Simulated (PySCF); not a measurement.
Isomers of C2H4N2. Isolated molecules, 0 K electronic values unless said otherwise. One relaxed conformer stands for each flexible species; it need not be the lowest. Strings in code marks are SMILES.

Quantity: vertical ionisation energy (energy after one electron is removed minus that of the parent at the parent's geometry), in eV.

Case: `NC#CN`. Geometry of `NC#CN` (neutral, multiplicity 1, Å):

```xyz
8

N      1.8185    -0.3681     0.6032
C      0.5740    -0.1174     0.1611
C     -0.5543     0.0443    -0.2463
N     -1.7809     0.2244    -0.7660
H      2.5751    -0.0787    -0.0005
H      2.0007    -0.1632     1.5753
H     -2.4112    -0.5630    -0.7095
H     -2.2367     1.0996    -0.5512
```

Question: Estimate the vertical ionisation energy (energy after one electron is removed minus that of the parent at the parent's geometry) that B3LYP/6-31G* // r2SCAN-D4/def2-TZVP (PySCF) returns for this input.

Answer: 8.02 eV.
